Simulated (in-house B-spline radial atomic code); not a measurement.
A fraction x of an electron is removed from 2p in neutral nitrogen, starting from [He] 2s2 2p3 and keeping the highest spin. Level of theory: scalar-relativistic (X2C) PW91, spin-polarised, spherical fractional occupations, Fermi nucleus of rms radius 2.5582 fm; calculated with a B-spline radial code for spherical atoms.

```csv
x,E(x) - E(0) (eV),2p up level (eV)
0,0.0000,-8.372
0.07,0.6159,-9.229
0.2,1.9215,-10.866
0.33,3.4436,-12.561
0.46,5.1897,-14.311
0.5,5.7731,-14.860
0.61,7.4918,-16.396
0.65,8.1590,-16.963
0.83,11.4461,-19.576
0.89,12.6474,-20.468
1,14.9899,-22.129
```

The exact functional would give a straight line between the two integer points. Deviations E(x) - E(0) - x[E(1) - E(0)], in eV: -0.433 at x = 0.07, -1.076 at x = 0.2, -1.503 at x = 0.33, -1.706 at x = 0.46, -1.722 at x = 0.5, -1.652 at x = 0.61, -1.584 at x = 0.65, -0.996 at x = 0.83, -0.694 at x = 0.89.

The curve lies below the straight line by up to 1.722 eV (at x = 0.5): convex, the delocalisation error that favours fractional charges.

Problem. How well does Slater's transition state (minus the level at half occupation) give the ionisation energy?

Solution. It gives 14.860 eV against 14.990 eV from the two total energies; NIST lists 14.53 eV, ground level to ground level.
